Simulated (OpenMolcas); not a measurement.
**Ar4+: effect of the active space**

```
Program             : OpenMolcas 26.06
Method              : SS-CASPT2 or its RAS form, IPEA 0.25 Eh, imaginary shift 0.1 Eh
Basis               : ANO-R2
Scalar Hamiltonian  : X2C, finite nucleus
Spin-orbit coupling : state interaction with AMFI integrals over the reference wave functions, term energies averaged over their components
```

A. 2 electrons in 3 orbitals (3p); 2S+1 = 3 even, 3 roots; 2S+1 = 1 even, 6 roots; closed shells correlated: 2s 2p 3s; CASPT2 step about 1.1 core-seconds
B. 4 electrons in 4 orbitals (3s 3p); 2S+1 = 3 even, 6 roots; 2S+1 = 1 even, 11 roots; 2S+1 = 5 odd, 1 root; 2S+1 = 3 odd, 9 roots; 2S+1 = 1 odd, 8 roots; closed shells correlated: 2s 2p; CASPT2 step about 4 core-seconds
C. 4 electrons in 8 orbitals (3s 3p 4s 4p); 2S+1 = 3 even, 6 roots; 2S+1 = 1 even, 11 roots; 2S+1 = 5 odd, 1 root; 2S+1 = 3 odd, 9 roots; 2S+1 = 1 odd, 8 roots; closed shells correlated: 2s 2p; CASPT2 step roughly 17 core-seconds
D. 4 electrons in 9 orbitals (RAS2 3s 3p; RAS3 3d, at most 2 electrons); 2S+1 = 3 even, 6 roots; 2S+1 = 1 even, 12 roots; 2S+1 = 5 odd, 1 root; 2S+1 = 3 odd, 9 roots; 2S+1 = 1 odd, 8 roots; closed shells correlated: 2s 2p; CASPT2 step of the order of 29 core-seconds

Energies in cm⁻¹ above 3s² 3p² ³P₀, the measured ground level; measured values from Saloman, J. Phys. Chem. Ref. Data 39, 033101 (2010).

```csv
Level,A,B,C,D,Measured
3s² 3p² ³P₀,0.0,0.0,0.0,0.0,0.0
3s² 3p² ³P₁,714,703,700,684,763
3s² 3p² ³P₂,1922,1883,1880,1847,2029
3s² 3p² ¹D₂,16330,15970,16430,16610,16299
3s² 3p² ¹S₀,38620,36910,37560,38720,37912
```

Deviations, from unrounded energies. A percentage is the sum of absolute deviations over the sum of measured energies, with the sign that they share, or ± where signs differ.

| Against measurement | Levels | A | B | C | D |
| --- | --- | --- | --- | --- | --- |
| mean absolute deviation (cm-1) | 4 | 230 | 380 | 170 | 350 |
| fine structure of the ground term (%) | 2 | -5.6 | -7.4 | -7.6 | -9.4 |
| other terms of the ground configuration (%) | 2 | +1.4 | -2.5 | ±0.9 | +2.1 |

C lies closest to measurement on these levels and B furthest from it. The largest miss of C in the table is 3s² 3p² ¹S₀, by -350 cm-1. The ranking rests on the paired levels alone, and a cruder setting can come out closer through cancelling errors.

Among A to D the level of the table that moves most is 3s² 3p² ¹S₀, by 1800 cm-1 (lowest in B, highest in D). Moves below CASPT2's spread within the term are not significant.

CASPT2 does not keep the components of a term degenerate, so their means are used; among the terms shown or strongly mixed into the levels shown the widest spread is 110 cm-1 (3s² 3p² ¹D, A). Over all roots computed the reference weight is 0.86 to 0.99 in B, 0.84 to 0.98 in C; the roots of lowest weight are the least certain, and an intruder state may touch them. With the s shell closed, the reference lacks s² → p² mixing (holds for A). Active for correlation alone: 4p 4s; no level in the range computed is led by a configuration that fills them, so any true level of that kind is missing (holds for C). Active for correlation alone: 3d; no level in the range computed is led by a configuration that fills it, so any true level of that kind is missing (holds for D). Measured partners are found by configuration, term and J. A level has none where our copy of the source lacks it or the pairing is in doubt (some pairs that miss far off the trend of their configuration count as doubtful), and it then counts in no deviation. Levels of configurations outside the active space are missing. Levels that lie high or do not pair safely by name in every column are left out.
